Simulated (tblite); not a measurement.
Al2Cl3FH2.
Bonds: F1–Al2, Al2–Cl3, Al2–Cl4, Cl4–Al5, Al5–Cl6, Al2–Cl6. Hydrogens: H7, H8 on Al5.

Computed with GFN2-xTB (tblite), gas phase: L-BFGS steps from a force-field or distance-geometry start until the largest atomic force falls under 0.01 eV/Å.

Step 23: E = -595.5929 eV
```
atom  x, y, z in Å  |  force x, y, z in eV/Å
F1     -1.7112   -0.6262   -1.3417   -0.144  -0.047  -0.105
Al2    -1.3559    0.4740   -0.1686    0.034   0.096  -0.024
Cl3    -2.5465    1.8933    0.5971   -0.101   0.107   0.035
Cl4     0.6143    1.2457   -0.8614    0.020  -0.187   0.027
Al5     1.4222   -0.5311    0.1449   -0.144   0.184   0.047
Cl6    -0.3870   -0.7570    1.3712    0.158  -0.121  -0.054
H7      2.4878    0.0036    1.1052    0.109  -0.037   0.028
H8      1.4856   -1.6930   -0.8713    0.067   0.004   0.047
```

Step 24: E = -595.5992 eV
```
atom  x, y, z in Å  |  force x, y, z in eV/Å
F1     -1.7421   -0.6241   -1.3455   -0.138  -0.044  -0.101
Al2    -1.3666    0.4649   -0.1688    0.053   0.097  -0.052
Cl3    -2.5141    1.9082    0.6127   -0.143   0.140   0.051
Cl4     0.6069    1.2374   -0.8754   -0.006  -0.176   0.006
Al5     1.4138   -0.5215    0.1391    0.025   0.095   0.079
Cl6    -0.3954   -0.7690    1.3589    0.154  -0.139  -0.048
H7      2.4728    0.0109    1.1170    0.048  -0.028   0.000
H8      1.5339   -1.6975   -0.8624    0.006   0.055   0.065
```

Step 25: E = -595.6040 eV
```
atom  x, y, z in Å  |  force x, y, z in eV/Å
F1     -1.7655   -0.6214   -1.3487   -0.118  -0.007  -0.059
Al2    -1.3725    0.4613   -0.1692    0.026   0.072  -0.082
Cl3    -2.4975    1.9183    0.6213   -0.137   0.130   0.048
Cl4     0.6030    1.2284   -0.8855   -0.036  -0.127  -0.020
Al5     1.4074   -0.5117    0.1376    0.178  -0.022   0.095
Cl6    -0.3988   -0.7808    1.3501    0.122  -0.130  -0.046
H7      2.4683    0.0125    1.1232    0.003  -0.008  -0.011
H8      1.5649   -1.6973   -0.8533   -0.038   0.092   0.075
```

Question: Estimate the geometry and energy of step 26. (The exact step hangs on the optimiser's Hessian estimate; all steps are aligned on step 25, rigid shifts and turns removed.)

Answer: E = -595.6090 eV, largest force 0.338 eV/Å
```
atom  x, y, z in Å  |  force x, y, z in eV/Å
F1     -1.7859   -0.6180   -1.3507   -0.091   0.046  -0.001
Al2    -1.3750    0.4618   -0.1703   -0.038   0.047  -0.093
Cl3    -2.4891    1.9278    0.6280   -0.088   0.075   0.023
Cl4     0.6009    1.2164   -0.8965   -0.068  -0.061  -0.043
Al5     1.4038   -0.5029    0.1396    0.291  -0.135   0.105
Cl6    -0.3992   -0.7962    1.3415    0.075  -0.093  -0.052
H7      2.4671    0.0137    1.1279   -0.019   0.018  -0.007
H8      1.5865   -1.6932   -0.8440   -0.063   0.104   0.070
```

The energy changes by -0.0050 eV. The first-order estimate −F·Δx gives -0.0067 eV and the mean of the old and new forces, exact on a quadratic surface, -0.0050 eV. The step makes an angle of 69° with the force vector and moves no atom by more than 0.024 Å.

The cost below is that of the whole relaxation. On Arm Neoverse N1, one thread, no GPU, shared host, this took 0.85 s.
